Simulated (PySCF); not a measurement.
Species: (OMe)3Sn-NH-SiH3, C₃H₁₃NO₃SiSn.
Geometry (PBE0-D3(BJ)/def2-SVP, Å), atoms numbered from 1 in this order:
```xyz
22
C3H13NO3SiSn angstrom
Sn    -0.014    0.447   -0.316
O      0.931    1.546   -1.642
C      2.316    1.419   -1.848
O     -0.713   -1.278   -0.964
C      0.132   -2.364   -1.230
O      1.363    0.056    1.050
C      0.996   -0.450    2.305
N     -1.625    1.439    0.331
Si    -3.141    0.744    0.839
H      2.668    2.322   -2.374
H      2.886    1.329   -0.906
H      2.564    0.547   -2.481
H     -0.490   -3.267   -1.351
H      0.854   -2.561   -0.415
H      0.710   -2.232   -2.164
H      0.251    0.183    2.824
H      1.895   -0.490    2.941
H      0.582   -1.475    2.250
H     -1.585    2.440    0.157
H     -2.851   -0.618    1.372
H     -4.158    0.626   -0.252
H     -3.733    1.593    1.918
```

Computed, not measured: PySCF 2.14.0, PBE0-D3(BJ)/def2-SVP geometry optimisation, gas phase, def2 core potentials past Kr.

Task: Which atoms are bound to Sn1, and at what distances?

Result: 4 atoms: O2 1.965 Å, O4 1.971 Å, O6 1.978 Å, N8 2.000 Å. The nearest atom not counted as bound is H19, at 2.58 Å.

Task: List the angles at Sn1.

Result: 
```tsv
angle	degrees	distance of the outer atoms (Å)
O2–Sn1–O4	116.0	3.34
O6–Sn1–N8	115.8	3.37
O2–Sn1–N8	109.2	3.23
O4–Sn1–O6	107.5	3.19
O4–Sn1–N8	104.8	3.15
O2–Sn1–O6	104.0	3.11
```

Task: What is the shape at Sn1?

Result: Distorted tetrahedral: angles from 104.0° to 116.0°; τ4 = (360° − α − β)/141° = 0.91 with α and β the two widest (0 for a square, 1 for a tetrahedron). The Sn–O distances aren't all alike: 1.965 to 1.978 Å.

Task: What are the other bond lengths?

Result: O2–C3, O4–C5, O6–C7 1.403 Å; N8–Si9 1.743 Å. (A selection.)

Task: Give some angles away from the centre.

Result: Sn1–O2–C3 121.5°, Sn1–O6–C7 120.5°, Sn1–N8–Si9 126.6°.

Task: What are the rotational constants (commonest isotopes, rigid rotor)?

Result: A = 1099, B = 657.9, C = 626.8 MHz: an asymmetric top.

Point group: C1 (no symmetry element, even within 0.4 Å). Charge 0, singlet. No PBE0-D3(BJ)/def2-SVP frequencies stand behind this structure, so it isn't proved a minimum.

One conformer stands for the species.
